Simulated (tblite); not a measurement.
Isomers of C4H12NPSi2. Computed with GFN2-xTB (tblite): harmonic, unscaled wavenumbers at the GFN2-xTB geometry, gas phase. The method is semi-empirical: single wavenumbers can be off by several per cent or more. Modes of hydrogen on phosphorus and silicon can be 10 to 20 % off. One conformer each.

Electronic energies: GFN2-xTB at the same geometries; isomer energies are rough at this level and their order can be wrong.

```tsv
SMILES	electronic energy, lowest = 0 (kJ/mol)
N[Si@@H](P)[C@H]1CC=C[SiH2]1	5.4
CC[C@@H](C#N)[SiH2]P[SiH3]	0.0
N[Si@@H](P)[C@@H]1CC=C[SiH2]1	9.3
CC#C[Si@H](P)CN[SiH3]	68.9
```

Problem. How do GFN2-xTB zero-point energies change the relative energies?

Solution. 
| SMILES | ZPE (kJ/mol) | of it from modes above 1550 cm⁻¹ | electronic (kJ/mol) | with ZPE, lowest = 0 (kJ/mol) | lowest mode (cm⁻¹) | rings |
| --- | --- | --- | --- | --- | --- | --- |
| CC[C@@H](C#N)[SiH2]P[SiH3] | 372.2 | 202.8 | 0.0 | 0.0 | 31 | 0 |
| N[Si@@H](P)[C@H]1CC=C[SiH2]1 | 379.5 | 207.8 | 5.4 | 12.7 | 27 | 1 |
| N[Si@@H](P)[C@@H]1CC=C[SiH2]1 | 379.5 | 208.2 | 9.3 | 16.7 | 5i | 1 |
| CC#C[Si@H](P)CN[SiH3] | 365.9 | 204.2 | 68.9 | 62.7 | 27 | 0 |

The zero-point energies span 13.6 kJ/mol, from `CC#C[Si@H](P)CN[SiH3]` to `N[Si@@H](P)[C@@H]1CC=C[SiH2]1`. Slightly imaginary modes are left out of the zero-point energy: `N[Si@@H](P)[C@@H]1CC=C[SiH2]1` 4.9i cm⁻¹. The order is unchanged.

Problem. What do entropy and thermal enthalpy add at 298.15 K and 1 bar (rigid rotor, harmonic oscillator, one conformer each)?

Solution. 
| SMILES | point group | symmetry number | S (J/(mol K)) | H − H(0) (kJ/mol) | ZPE + H − H(0) − TS (kJ/mol) |
| --- | --- | --- | --- | --- | --- |
| CC[C@@H](C#N)[SiH2]P[SiH3] | C1 | 1 | 484.7 | 37.06 | 264.7 |
| N[Si@@H](P)[C@H]1CC=C[SiH2]1 | C1 | 1 | 463.3 | 34.56 | 275.9 |
| CC#C[Si@H](P)CN[SiH3] | C1 | 1 | 523.5 | 40.26 | 250.1 |

Not tabulated: `N[Si@@H](P)[C@@H]1CC=C[SiH2]1` (lowest mode only 5i cm⁻¹).
